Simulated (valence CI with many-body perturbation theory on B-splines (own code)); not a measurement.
**S IV: electric-dipole lines**

Level of theory: configuration interaction combined with many-body perturbation theory (CI+MBPT): three valence electrons over a frozen Dirac-Fock core [Ne], radial functions for each j: 11 s, 11 p, 9 d, 7 f, 5 g, 2 h, 1 i, with the one-electron correlation potential Σ1, the two-electron term Σ2, the three-electron term Σ3, Breit, model QED; selected CI, second order for the rest, scaled by the run's own slope (own B-spline code, finite nucleus).

Set against measurement, 64 paired levels are off by 78 cm⁻¹ on average, the worst by 191. These come from a selection out of NIST levels in Podobedova, Kelleher and Wiese, J. Phys. Chem. Ref. Data 38, 171 (2009). Levels without a partner in it may be off by more.

Lines 101 to 150 of 276 in falling wavelength, among levels below 306018 cm⁻¹, chosen from the strongest by gf and those to the six lowest levels. Wavelengths and rates use the calculated energies, so an error of 80 cm⁻¹ moves a line at 1008 Å by 0.081 % and its rate by three times that or more. Electric multipoles are in the length gauge, E1 and E2 with the static RPA response of the core. Weak lines are less certain than strong ones. Lines between different terms over intervals too small for the method are left out, as are lines whose strength nearly cancels. Where a level lies close to another of its J and parity, the split of strength between their lines is uncertain. The highest levels of a list are the least certain.

Names give the largest LS component (configuration and term), which can be under half, so a name can repeat, a term be missing and a line seem to break the LS rules; names also repeat where a configuration has a term twice. Letters in brackets count levels of one name in rising energy.

| λ vac (Å) | λ from measured levels | Upper | Lower | A (s⁻¹) | S (a.u.) |
| --- | --- | --- | --- | --- | --- |
| 1008 | 1006 | 3s 3p 3d 2D°_5/2 [a] | 3s 3p2 2P_3/2 | 1.55e+08 | 4.69e-01 |
| 976.7 | 977.0 | 3p3 4S°_3/2 | 3s 3p2 2D_3/2 | 3.17e+04 | 5.83e-05 |
| 948.6 |  | 3s 3p 3d 2F°_7/2 [b] | 3s2 3d 2D_5/2 | 1.46e+08 | 4.93e-01 |
| 947.3 |  | 3s 3p 3d 2F°_5/2 [b] | 3s2 3d 2D_3/2 | 1.29e+08 | 3.25e-01 |
| 929.5 | 930.1 | 3s 3p 4p 2P_1/2 | 3p3 2D°_3/2 | 6.23e+08 | 4.94e-01 |
| 927.5 | 928.1 | 3s 3p 4p 2P_3/2 | 3p3 2D°_5/2 | 5.96e+08 | 9.38e-01 |
| 915.6 | 914.6 | 3s 3p 3d 4F°_3/2 | 3s 3p2 2D_3/2 | 5.41e+05 | 8.19e-04 |
| 914.0 | 913.0 | 3s 3p 3d 4F°_5/2 | 3s 3p2 2D_3/2 | 1.45e+04 | 3.29e-05 |
| 885.4 | 885.1 | 3p3 2D°_3/2 | 3s 3p2 4P_5/2 | 4.07e+04 | 5.58e-05 |
| 884.6 | 884.4 | 3p3 2D°_5/2 | 3s 3p2 4P_5/2 | 1.40e+05 | 2.86e-04 |
| 881.1 | 880.9 | 3p3 2D°_3/2 | 3s 3p2 4P_3/2 | 3.02e+04 | 4.08e-05 |
| 880.4 | 880.1 | 3p3 2D°_5/2 | 3s 3p2 4P_3/2 | 3.15e+04 | 6.37e-05 |
| 878.4 | 878.2 | 3p3 2D°_3/2 | 3s 3p2 4P_1/2 | 2.87e+04 | 3.83e-05 |
| 861.5 | 861.7 | 3s 3p 4p 2D_3/2 | 3p3 2D°_3/2 | 2.13e+08 | 2.69e-01 |
| 858.9 | 858.9 | 3s 3p 4p 2D_5/2 | 3p3 2D°_5/2 | 1.82e+08 | 3.41e-01 |
| 852.9 | 853.1 | 3p3 2P°_3/2 | 3s 3p2 2D_5/2 | 9.46e+08 | 1.16e+00 |
| 852.5 | 852.8 | 3p3 2P°_3/2 | 3s 3p2 2D_3/2 | 9.84e+07 | 1.20e-01 |
| 852.5 | 852.7 | 3p3 2P°_1/2 | 3s 3p2 2D_3/2 | 9.31e+08 | 5.69e-01 |
| 842.8 | 842.5 | 3s 3p 4s 2P°_1/2 | 3s2 3d 2D_3/2 | 7.93e+08 | 4.68e-01 |
| 838.6 | 838.3 | 3s 3p 4s 2P°_3/2 | 3s2 3d 2D_5/2 | 6.98e+08 | 8.13e-01 |
| 837.0 | 837.4 | 3s2 4p 2P°_1/2 | 3s 3p2 2D_3/2 | 1.97e+09 | 1.14e+00 |
| 835.9 | 836.3 | 3s2 4p 2P°_3/2 | 3s 3p2 2D_5/2 | 1.65e+09 | 1.90e+00 |
| 835.6 | 836.0 | 3s2 4p 2P°_3/2 | 3s 3p2 2D_3/2 | 1.76e+08 | 2.02e-01 |
| 815.4 | 815.9 | 3s 3p2 2S_1/2 | 3s2 3p 2P°_3/2 | 1.71e+09 | 9.15e-01 |
| 809.1 | 809.7 | 3s 3p2 2S_1/2 | 3s2 3p 2P°_1/2 | 1.20e+09 | 6.30e-01 |
| 803.5 | 804.0 | 3p3 4S°_3/2 | 3s 3p2 4P_5/2 | 3.73e+09 | 3.82e+00 |
| 799.9 | 800.5 | 3p3 4S°_3/2 | 3s 3p2 4P_3/2 | 2.52e+09 | 2.55e+00 |
| 797.7 | 798.3 | 3p3 4S°_3/2 | 3s 3p2 4P_1/2 | 1.27e+09 | 1.28e+00 |
| 797.0 |  | 3s2 4f 2F°_7/2 | 3s2 3d 2D_5/2 | 9.51e+09 | 1.90e+01 |
| 796.4 |  | 3s2 4f 2F°_5/2 | 3s2 3d 2D_5/2 | 6.03e+08 | 9.02e-01 |
| 796.3 |  | 3s2 4f 2F°_5/2 | 3s2 3d 2D_3/2 | 8.94e+09 | 1.34e+01 |
| 790.4 | 790.5 | 3s 3p 3d 2P°_3/2 [b] | 3s2 3d 2D_5/2 | 4.67e+09 | 4.55e+00 |
| 790.3 | 790.5 | 3s 3p 3d 2P°_3/2 [b] | 3s2 3d 2D_3/2 | 3.16e+08 | 3.08e-01 |
| 790.1 | 790.2 | 3s 3p 3d 2P°_1/2 [b] | 3s2 3d 2D_3/2 | 4.89e+09 | 2.38e+00 |
| 781.1 | 780.7 | 3s 3p 3d 4P°_5/2 | 3s 3p2 2D_3/2 | 8.86e+04 | 1.25e-04 |
| 779.4 | 778.9 | 3s 3p 3d 4P°_3/2 | 3s 3p2 2D_3/2 | 7.78e+05 | 7.27e-04 |
| 778.1 | 777.7 | 3s 3p 3d 4P°_1/2 | 3s 3p2 2D_3/2 | 1.57e+05 | 7.28e-05 |
| 775.2 | 775.4 | 3s 3p 3d 2D°_3/2 [b] | 3s2 3d 2D_3/2 | 3.90e+09 | 3.59e+00 |
| 774.4 | 774.7 | 3s 3p 3d 2D°_5/2 [b] | 3s2 3d 2D_5/2 | 3.83e+09 | 5.27e+00 |
| 774.3 | 774.6 | 3s 3p 3d 2D°_5/2 [b] | 3s2 3d 2D_3/2 | 2.11e+08 | 2.90e-01 |
| 768.2 | 767.8 | 3s 3p 3d 4D°_1/2 | 3s 3p2 2D_3/2 | 1.00e+05 | 4.49e-05 |
| 767.7 | 767.3 | 3s 3p 3d 4D°_3/2 | 3s 3p2 2D_3/2 | 1.24e+06 | 1.11e-03 |
| 765.6 | 765.5 | 3s 3p 3d 2P°_3/2 [a] | 3s 3p2 2P_3/2 | 2.30e+09 | 2.04e+00 |
| 764.6 | 764.5 | 3s 3p 3d 2P°_1/2 [a] | 3s 3p2 2P_3/2 | 9.12e+08 | 4.03e-01 |
| 761.9 | 761.8 | 3s 3p 3d 2P°_3/2 [a] | 3s 3p2 2P_1/2 | 4.21e+08 | 3.68e-01 |
| 761.0 | 760.8 | 3s 3p 3d 2P°_1/2 [a] | 3s 3p2 2P_1/2 | 2.22e+09 | 9.64e-01 |
| 760.5 | 760.1 | 3s 3p 3d 4F°_5/2 | 3s 3p2 4P_5/2 | 3.90e+05 | 5.08e-04 |
| 759.0 | 758.5 | 3s 3p 3d 4F°_7/2 | 3s 3p2 4P_5/2 | 1.39e+06 | 2.41e-03 |
| 758.5 | 758.1 | 3s 3p 3d 4F°_3/2 | 3s 3p2 4P_3/2 | 3.38e+05 | 2.92e-04 |
| 757.4 | 757.0 | 3s 3p 3d 4F°_5/2 | 3s 3p2 4P_3/2 | 9.04e+05 | 1.16e-03 |
